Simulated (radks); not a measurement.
Tm22+, 47 electrons, occupied as [Kr] 4d10 4f1.

Calculated with a radial shooting solver on a logarithmic mesh with Libxc functionals: Dirac Kohn-Sham, exchange-only PBE, spin-unpolarised, spherical densities, finite nucleus; open shells fill j = l - 1/2 first; Fermi nuclear charge, rms radius 5.2256 fm.

Energy parts (eV):
total: -364279.94
kinetic: 403944.81
electron-nucleus: -871630.06
Hartree: 110454.08
exchange: -7048.77

Orbitals (lengths in bohr, moments of r in powers of bohr; r(90%) holds 90 % of the orbital's charge):
orbital	occ.	eigenvalue (eV)	<r>	<1/r>	r(90%)	<r^4>	small-component weight
1s1/2	2	-59844.18	0.02001	79.07	0.0363	8.083e-07	6.68e-02
2s1/2	2	-10627.57	0.08433	19.05	0.131	0.0001246	1.50e-02
2p1/2	2	-10159.73	0.07010	19.02	0.116	0.00007603	1.50e-02
2p3/2	4	-9180.198	0.07750	16.41	0.126	0.0001049	1.37e-02
3s1/2	2	-2894.574	0.2202	6.990	0.323	0.004647	4.86e-03
3p1/2	2	-2689.112	0.2099	6.904	0.315	0.004154	4.80e-03
3p3/2	4	-2481.504	0.2236	6.240	0.334	0.005255	4.44e-03
3d3/2	4	-2130.790	0.1969	6.120	0.306	0.003662	4.31e-03
3d5/2	6	-2085.534	0.2011	5.959	0.312	0.003935	4.21e-03
4s1/2	2	-1047.598	0.4763	3.076	0.679	0.09232	1.74e-03
4p1/2	2	-963.1571	0.4792	2.987	0.690	0.09786	1.67e-03
4p3/2	4	-909.4317	0.5042	2.769	0.725	0.1190	1.55e-03
4d3/2	4	-769.3526	0.5081	2.612	0.747	0.1319	1.42e-03
4d5/2	6	-758.5907	0.5156	2.561	0.758	0.1393	1.39e-03
4f5/2	1	-587.2378	0.5078	2.314	0.774	0.1475	1.14e-03
4f7/2	0	-584.8053	0.5109	2.297	0.778	0.1506	1.13e-03

The highest occupied level is 4f5/2 at -587.24 eV. For comparison, the ionisation energy in NIST's Atomic Spectra Database is 603 eV (theoretical). In exact Kohn-Sham theory the highest level is minus the ionisation energy, but local and semilocal functionals leave it too shallow, through self-interaction and a potential that decays too fast; potentials with the right tail come closer.

Beside tabulated values, note that spin-unpolarised runs miss the spin-polarisation part of the exchange energy of open shells.
